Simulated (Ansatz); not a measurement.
`[BH]1[O][GeH2]1` and `B1CO1` differ in one element.

Ansatz, PBE0-D4/def2-TZVP geometries, multiplicity 1. 

Scalar relativity is left out up to krypton.

| property | `[BH]1[O][GeH2]1` |
| --- | --- |
| LUMO energy (ωB97M-V/def2-TZVPP) / eV | 0.64 |
| HOMO energy (B3LYP/def2-TZVPP) / eV | -6.86 |
| LUMO energy (PBE0/def2-TZVPP) / eV | -1.25 |
| HOMO energy (PBE0/def2-TZVPP) / eV | -7.03 |
| LUMO energy (PBE/def2-TZVPP) / eV | -2.06 |
| HOMO–LUMO gap (PBE/def2-TZVPP) / eV | 3.92 |

**Question.** Give the same properties after the change, and the shifts. (Best estimate.)

**Answer.** The calculation gave: 
```json
{"property": "LUMO energy (ωB97M-V/def2-TZVPP) / eV", "`B1CO1`": "1.48", "shift": "0.84"}
{"property": "HOMO energy (B3LYP/def2-TZVPP) / eV", "`B1CO1`": "-8.08", "shift": "-1.22"}
{"property": "LUMO energy (PBE0/def2-TZVPP) / eV", "`B1CO1`": "-0.42", "shift": "0.83"}
{"property": "HOMO energy (PBE0/def2-TZVPP) / eV", "`B1CO1`": "-8.29", "shift": "-1.26"}
{"property": "LUMO energy (PBE/def2-TZVPP) / eV", "`B1CO1`": "-1.44", "shift": "0.62"}
{"property": "HOMO–LUMO gap (PBE/def2-TZVPP) / eV", "`B1CO1`": "5.49", "shift": "1.57"}
```

With PBE0 the HOMO falls by 1.26 eV and the LUMO rises by 0.83 eV, so the gap widens by about 2.09 eV. PBE moves the HOMO by -0.94 eV and ωB97M-V by -1.53 eV.

B3LYP here is the variant with VWN-RPA as its local correlation; programs differ in this.
